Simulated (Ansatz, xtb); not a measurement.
Pulling on the I1–I2 bond in I2 (multiplicity 1 held). Energies count from the point at 2.695 Å.


Restricted levels (R-, RO-) in cc, def2 and unpolarised 6-31G sets keep to the state of the molecule at rest. Unrestricted levels (U-) break spin symmetry where that is lower. Active spaces are followed from rest. Levels need not reach the same state.

Cores are frozen in the correlated methods. Filled d and f shells under p-block atoms count as core.

Codes used: Ansatz (an electronic-structure program) with Gaussian orbitals; xtb for the GFN methods. Each number belongs to the level named beside it. In def2 rows elements past Kr take small-core potentials, without spin–orbit coupling. The GFN methods have no spin term and hold the electronic entropy of 300 K.

Energies in kcal/mol.

| R (Å) | GFN2-xTB | U-CCSD/def2-SVP | R-CCSDT(Q)/def2-SVP | CASSCF(14,8)/def2-SVP | SC-NEVPT2 on CASSCF(14,8)/def2-SVP | FIC-MRCISD+Q on CASSCF(14,8)/def2-SVP |
|---|---|---|---|---|---|---|
| 2.156 | 144.0 | 90.0 | 90.8 | 91.8 | 89.4 | 91.0 |
| 2.425 | 15.8 | 16.4 | 16.9 | 17.7 | 16.2 | 17.0 |
| 2.695 | 0.0 | 0.0 | 0.0 | 0.0 | 0.0 | 0.0 |
| 2.964 | 9.4 | 5.0 | 3.5 | 2.3 | 4.1 | 3.4 |
| 3.234 | 23.5 | 16.1 | 12.3 | 9.9 | 13.4 | 12.1 |
| 3.638 | 42.5 | 27.1 | 23.7 | 19.7 | 25.4 | 23.5 |
| 4.042 | 52.5 | 29.9 | 29.8 | 24.6 | 31.7 | 29.4 |
| 4.716 | 56.4 | 30.4 | 32.6 | 26.6 | 34.5 | 32.2 |
| 5.390 | 57.0 | 30.7 | 33.0 | 26.7 | 34.8 | 32.5 |
| 6.198 | 57.2 | 30.8 | 33.0 | 26.8 | 34.9 | 32.6 |
| 7.276 | 57.3 | 30.9 | 33.0 | 26.8 | 34.9 | 32.7 |
| 8.623 | 57.3 | 30.9 | 32.9 | 26.9 | 34.9 | 32.7 |
| 10.779 | 57.4 | 30.9 | 32.9 | 26.9 | 35.0 | 32.8 |

Doubts at one or more of the structures used: a spin-contaminated determinant (U-CCSD/def2-SVP); T1 above 0.05 (U-CCSD/def2-SVP); the program's own flag: other amplitudes (U-CCSD/def2-SVP); a restricted determinant that unrestricted orbitals would lower (R-CCSDT(Q)/def2-SVP); other coupled-cluster roots lie near (R-CCSDT(Q)/def2-SVP).
